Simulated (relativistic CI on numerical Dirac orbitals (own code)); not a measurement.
## Hyperfine structure of Nb¹⁷⁺, mass number 93

Method of calculation: Dirac-Coulomb-Breit CI, KLI orbitals optimised for each configuration, a model potential for QED, unscaled Slater integrals (own radial code, finite nucleus).

Configurations in the expansion (outside the closed core [Ne]): 3s²3p⁶3d⁶, 3s²3p⁵3d⁷, 3s²3p⁴3d⁸, 3s3p⁶3d⁷, 3p⁶3d⁸, 3s²3p⁶3d⁵4s, 3s3p⁵3d⁸, 3s²3p⁶3d⁵4p, 3s²3p⁶3d⁵4d, 3s²3p⁶3d⁵4f, 3s²3p⁶3d⁴4s², 3s²3p⁵3d⁶4s, 3s²3p⁴3d⁷4s, 3s²3p⁶3d⁵5s, 3s²3p⁶3d⁵5p, 3s3p⁶3d⁶4s. Levels of other configurations are missing.

Nuclear spin I = 9/2, μ = 6.163 μN, Q = -0.32 b (tables of Stone and Pyykkö). The electronic factors are computed for point nuclear moments, without core polarisation or the Bohr-Weisskopf and QED corrections.

```json
{"Level": "3s²3p⁶3d⁶ ⁵D4", "E (cm⁻¹)": "0.0", "A (MHz)": "4855", "B (MHz)": "-2560"}
{"Level": "3s²3p⁶3d⁶ ⁵D3", "E (cm⁻¹)": "13645.4", "A (MHz)": "3573", "B (MHz)": "-590"}
{"Level": "3s²3p⁶3d⁶ ⁵D2", "E (cm⁻¹)": "17351.5", "A (MHz)": "3927", "B (MHz)": "554"}
{"Level": "3s²3p⁶3d⁶ ⁵D1", "E (cm⁻¹)": "22790.2", "A (MHz)": "3573", "B (MHz)": "858"}
{"Level": "3s²3p⁶3d⁶ ³P2", "E (cm⁻¹)": "66163.5", "A (MHz)": "3135", "B (MHz)": "439"}
{"Level": "3s²3p⁶3d⁶ ³H6", "E (cm⁻¹)": "74360.7", "A (MHz)": "7306", "B (MHz)": "1470"}
{"Level": "3s²3p⁶3d⁶ ³H5", "E (cm⁻¹)": "75406.6", "A (MHz)": "6860", "B (MHz)": "-503"}
{"Level": "3s²3p⁶3d⁶ ³F3", "E (cm⁻¹)": "82802.8", "A (MHz)": "7750", "B (MHz)": "-1200"}
```

Levels with J = 0, under 50 % of one LS term, or S terms without an open s electron are left out. Small factors come from cancelling terms and can be off by tens of per cent or more.

At this charge energies of transitions that change n are usually good to better than 1 %, and those within a shell (Δn = 0) to a few per cent. Terms inside the open d or f shell come out 10 to 20 % too wide with unscaled integrals.

Q: Give the hyperfine levels of 3s²3p⁶3d⁶ ⁵D4 relative to its centre of gravity.

A: With K = F(F + 1) − I(I + 1) − J(J + 1), E = AK/2 + B[¾K(K + 1) − I(I + 1)J(J + 1)]/[2I(2I − 1)J(2J − 1)]: F = 1/2: -108000, F = 3/2: -100500, F = 5/2: -87970, F = 7/2: -70550, F = 9/2: -48290, F = 11/2: -21290, F = 13/2: 10320, F = 15/2: 46390, F = 17/2: 86760 MHz.

LS names give the leading component of a level, which can be under half, so a name can repeat, a term be missing and a line seem to break the LS rules.
